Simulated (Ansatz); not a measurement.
Geometry optimisation, RKS PBE0/6-31G* in Ansatz.

The input (input.yaml):

```yaml
crystal:
  periodic: [false, false, false]
  atoms:
    - { symbol: Al, position_ang: [0.0, 0.0, 0.0] }
    - { symbol: H, position_ang: [0.0, 0.0, 1.91] }
    - { symbol: O, position_ang: [1.5415, 0.0, -0.89] }
    - { symbol: H, position_ang: [1.8414, -0.9519, -1.0449] }
    - { symbol: F, position_ang: [-1.4635, 0.0, -0.845] }
    - { symbol: "N", position_ang: [0.0995, 2.1044, 0.7] }
    - { symbol: H, position_ang: [0.493, 2.3259, 1.659] }
    - { symbol: H, position_ang: [-0.2465, 2.8877, 0.0753] }
    - { symbol: H, position_ang: [0.0486, 1.0269, 1.8385] }
basis:
  gaussian: { orbitals: "6-31G*" }
hamiltonian:
  xc: pbe0
relax:
  f_tol: 0.15
  max_steps: 25
  restrain:
    - { distance: [0, 5], at: 3.12, k: 30.0 }
    - { distance: [8, 1], at: 1.86, k: 30.0 }
    - { distance: [0, 1], at: 1.56, k: 30.0 }
    - { distance: [8, 5], at: 1.06, k: 30.0 }
```

Run as:

```bash
$ ansatz run input.yaml --threads 1 --pin off --max-ram 2048MiB --backend cpu --events-out ev --progress --plain --runs-dir out
```

Where does it end, and by what steps?

The run converged. The restraints hold the end off the free minimum; the threshold counts their pulls, which the force column leaves out. Restrained pairs: Al1–N6 (2.22 → 3.11 Å), H2–H9 (1.03 → 1.87 Å), Al1–H2 (1.91 → 1.57 Å), N6–H9 (1.57 → 1.04 Å). After 11 steps the energy has fallen by 3.160 eV (the restraints' own energy left out); H7 moved furthest, 0.91 Å.

```json
{"step": "0", "energy less start (eV)": "0.0000", "largest force component (eV/Å)": "4.967", "accepted": "yes"}
{"step": "1", "energy less start (eV)": "0.5734", "largest force component (eV/Å)": "4.322", "accepted": "yes"}
{"step": "2", "energy less start (eV)": "-0.0394", "largest force component (eV/Å)": "4.727", "accepted": "yes"}
{"step": "3", "energy less start (eV)": "-1.4021", "largest force component (eV/Å)": "3.259", "accepted": "yes"}
{"step": "4", "energy less start (eV)": "-2.3797", "largest force component (eV/Å)": "2.336", "accepted": "yes"}
{"step": "5", "energy less start (eV)": "-2.8055", "largest force component (eV/Å)": "1.534", "accepted": "yes"}
{"step": "6", "energy less start (eV)": "-2.9667", "largest force component (eV/Å)": "1.099", "accepted": "yes"}
{"step": "7", "energy less start (eV)": "-3.0332", "largest force component (eV/Å)": "1.087", "accepted": "yes"}
{"step": "8", "energy less start (eV)": "-3.0817", "largest force component (eV/Å)": "1.118", "accepted": "yes"}
{"step": "9", "energy less start (eV)": "-3.1339", "largest force component (eV/Å)": "1.133", "accepted": "yes"}
{"step": "10", "energy less start (eV)": "-3.1586", "largest force component (eV/Å)": "1.072", "accepted": "yes"}
{"step": "11", "energy less start (eV)": "-3.1601", "largest force component (eV/Å)": "1.088", "accepted": "yes"}
```

```xyz
9
Properties=species:S:1:pos:R:3
Al -0.031 -0.239 -0.146
H -0.129 -0.360 1.413
O 1.393 -0.529 -1.035
H 2.170 -0.847 -0.565
F -1.380 0.168 -1.005
N 0.058 2.467 1.383
H 0.949 2.594 0.913
H -0.697 2.652 0.729
H -0.020 1.487 1.716
```

The run took 40 s on 1 thread of Arm Neoverse V1, with other jobs on the host, peak memory 0.17 GiB.
